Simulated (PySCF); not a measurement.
Correlation energy of Si⁺ (silicon, charge +1)

[Ne] 3s2 3p1, 2P determinant. Computed with PySCF 2.14 in x2c-TZVPall (5s5p2d1f, 37 functions), with the spin-free X2C one-electron Hamiltonian (Gaussian nucleus). Frozen: [Ne]; 3 electrons correlated.

MP2 pair energies summed by pair of shells (mhartree):

```json
{"pair": "3s-3s", "energy": "-22.33", "share (%)": "55.6"}
{"pair": "3s-3p", "energy": "-17.80", "share (%)": "44.4"}
```

Total MP2 correlation energy: -40.13 mhartree.

Same-spin part -2.62 and opposite-spin part -37.51 mhartree; SCS-MP2 scales them by 1/3 and 6/5 to -45.88 mhartree.

```csv
level,correlation energy (mhartree)
CCSD,-57.53
(T),-1.04
CCSD(T),-58.57
```

Diagnostics: T1 = 0.014, D1 = 0.0319, largest double amplitude 0.106.

**Question.** Is a single reference adequate?

**Answer.** Mostly. T1 lies below 0.03, but a double amplitude of this size points to a near-degeneracy that CCSD handles and MP2 describes poorly.
